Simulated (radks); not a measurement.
Values are calculated unless marked as measured or tabulated.
Excited configurations of Li I: one electron is placed in a higher orbital outside [He]. The ground configuration is [He] 2s1. Level of theory: non-relativistic Kohn-Sham, LDA (Slater exchange, Perdew-Wang correlation), spin-polarised, spherical densities, point nucleus; open shells are filled with parallel spins first (a radial shooting solver on a logarithmic mesh with Libxc functionals). Excitation = E - E(ground); binding = E(ion) - E, where the ion is the core of charge +1; n* = 1/sqrt(2 binding) in atomic units, and the quantum defect is n - n*.

outer orbital  excitation (eV)  binding (eV)     n*  quantum defect  eigenvalue (eV)
2p                       1.817         3.656  1.929           0.071           -1.761
3p                       3.699         1.773  2.770           0.230           -1.035
4s                       4.268         1.204  3.361           0.639           -0.775
4d                       4.513         0.959  3.766           0.234           -0.574
5p                       4.794         0.678  4.480           0.520           -0.447
6d                       5.016         0.456  5.463           0.537           -0.306
6f                       5.019         0.454  5.477           0.523           -0.293

The Delta-SCF ionisation energy is 5.472 eV (NIST Atomic Spectra Database: 5.392 eV, measured). Self-interaction in the functional shifts the binding energies and quantum defects, so they are the method's values and not measured ones.
